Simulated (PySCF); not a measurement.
Species: C₂HBF₄S.
Numbering: `[F:1][BH:2][S:3][C:4]([F:5])=[C:6]([F:7])[F:8]` (hydrogens: H9 on B2)

Computed by this run: PBE0-D3(BJ)/def2-SVP geometry optimisation, gas phase in PySCF 2.14.0; density fitting, grid level 1; the optimiser is geomeTRIC in internal coordinates, started from a GFN2-xTB structure with every atom displaced at random (about 0.01 Å).

Step 0: E = -24438.7628 eV
```
atom  x, y, z in Å  |  force x, y, z in eV/Å
F1      0.3067   -0.7163    1.8102   -1.007   0.526   0.867
B2      1.1477   -1.1929    0.9572    0.144   0.030  -0.535
S3      0.9265   -0.9078   -0.8022    0.446  -0.059  -0.429
C4     -0.5633   -0.0153   -0.8138   -1.788  -0.745   0.141
F5     -1.7035   -0.7646   -0.6772    1.050   0.861  -0.108
C6     -0.6929    1.3001   -0.9959    1.132   1.072  -0.115
F7     -1.8059    1.9818   -1.0468    0.266  -0.417  -0.004
F8      0.3757    2.0919   -1.1386   -1.049  -0.718   0.148
H9      2.0668   -1.7940    1.3637    0.804  -0.550   0.034
```

Question: Estimate the geometry and energy of step 1. (The exact step hangs on the optimiser's Hessian estimate; all steps are aligned on step 0, rigid shifts and turns removed.)

Answer: E = -24438.8582 eV, largest force 0.506 eV/Å
```
atom  x, y, z in Å  |  force x, y, z in eV/Å
F1      0.2205   -0.7918    1.8211    0.125  -0.034  -0.119
B2      1.1297   -1.2271    0.9709   -0.121   0.037   0.124
S3      0.9943   -0.8632   -0.7952    0.015   0.118   0.018
C4     -0.5237    0.0228   -0.7984    0.068   0.024   0.058
F5     -1.6283   -0.6825   -0.5590    0.016   0.017  -0.013
C6     -0.6572    1.3344   -1.0211   -0.439  -0.230  -0.101
F7     -1.8381    1.8971   -1.0397    0.097   0.141  -0.009
F8      0.3004    2.1724   -1.2851    0.165  -0.036   0.074
H9      2.0601   -1.8794    1.3631    0.075  -0.037  -0.031
```

The energy changes by -0.0954 eV. The first-order estimate −F·Δx gives -0.2580 eV and the mean of the old and new forces, exact on a quadratic surface, -0.1017 eV. The step makes an angle of 77° with the force vector and moves no atom by more than 0.183 Å.

What follows is the cost of the whole optimisation. The run took 59 s of wall time on Arm Neoverse V1, one thread, no GPU, shared host, and the process peaked at 0.52 GiB of memory.
